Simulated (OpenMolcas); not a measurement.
**Computed transition rates of Hf I**

| Item | Value |
| --- | --- |
| Program | OpenMolcas |
| Method | SS-CASPT2, IPEA 0.25 Eh, imaginary shift 0.1 Eh (closed shells correlated: 5s 5p) |
| Basis | ANO-RCC-VQZP [9s8p6d4f3g2h] |
| Scalar Hamiltonian | DKH2, point nucleus |
| Active space | 4 electrons in 11 orbitals (5d 6s 6d) |
| State averaging | 2S+1 = 3 even, 35 roots (30 in the spin-orbit step); 2S+1 = 5 even, 10 roots kept (CI in the orbitals of an earlier block); 2S+1 = 1 even, 14 roots kept (CI in the orbitals of an earlier block) |
| Spin-orbit coupling | RASSI with atomic mean-field integrals over the reference wave functions, term energies averaged over their components |

Rates come from the transition moments of the reference wave functions (E1 and E2 in the length form). At fixed line strength A goes as λ^-3 for E1 and M1 and as λ^-5 for E2, so a rate at the computed wavelength can be rescaled to the measured one. Measured vacuum wavelengths follow from level energies in NIST Handbook of Basic Atomic Spectroscopic Data. Branching counts decays inside the model space alone, at computed energies, and the table is only a selection of the E2 and M1 lines, drawn from those between levels with measured partners whose computed energy lies within a factor of 1.5 of the measured one.

| Upper | Lower | Type | λ computed (nm) | λ measured (nm) | A computed (s-1) | A rescaled (s-1) | Branching % |
| --- | --- | --- | --- | --- | --- | --- | --- |
| 5d² 6s² ³F₄ | 5d² 6s² ³F₃ | M1 | 4016 | 4523 | 2.99e-01 | 2.09e-01 | 100.0 |
| 5d² 6s² ³F₃ | 5d² 6s² ³F₂ | M1 | 3700 | 4243 | 4.61e-01 | 3.06e-01 | 100.0 |
| 5d² 6s² ³P₂ [56 %] | 5d² 6s² ³P₁ | M1 | 3475 | 4147 | 1.82e-01 | 1.07e-01 | 18.4 |
| 5d² 6s² ³P₀ | 5d² 6s² ³F₂ | E2 | 1697 | 1811 | 1.41e-03 | 1.02e-03 | 100.0 |
| 5d² 6s² ³P₁ | 5d² 6s² ³F₂ | M1 | 1537 | 1521 | 3.25e-02 |  | 79.3 |
| 5d² 6s² ³P₂ [56 %] | 5d² 6s² ³F₃ | M1 | 1497 | 1509 | 2.32e-01 |  | 23.5 |
| 5d² 6s² ³P₂ [56 %] | 5d² 6s² ³F₂ | M1 | 1066 | 1113 | 5.04e-02 |  | 5.1 |

Spin-changing lines and M1 lines between different terms are not rescaled, since their strength hangs on the term gaps too.

The largest correction is for 5d² 6s² ³P₂ [56 %] → 5d² 6s² ³P₁ (M1): 1.82e-01 × (3475 / 4147)^3 = 1.07e-01 s-1, a factor of 0.59.

The computed rate and branching of 5d² 6s² ³P₀ → 5d² 6s² ³F₂ give the upper level a radiative lifetime of 1.000 / 1.41e-03 s-1 = 7.09e+02 s, counting decays inside the model space alone. The rescaled rate gives about 9.8e+02 s.

No measured rate stands beside these. Rescaling mends the energy factor alone: line strengths can still be far off where a level mixes with configurations outside the active space, and weak or spin-changing lines hang on small mixing coefficients that depend on the term gaps too, so rescaling need not improve them.

Term energies are means over components that CASPT2 splits; among the terms shown or strongly mixed into the levels shown the widest spread is 600 cm-1 (5d² 6s² ³F). Some high roots are left out of the spin-orbit mixing, which shifts the levels that they would mix with. Active for correlation alone: 6d; no level in the range computed is led by a configuration that fills it, so any true level of that kind is missing. Computed and measured levels are paired by configuration, term and J; levels that our copy of the source lacks, or whose pairing is in doubt (as where it misses far off the trend of its configuration), stay unpaired. Levels of configurations outside the active space are missing.

A share in square brackets marks a mixed level and gives the weight of the term that names it.
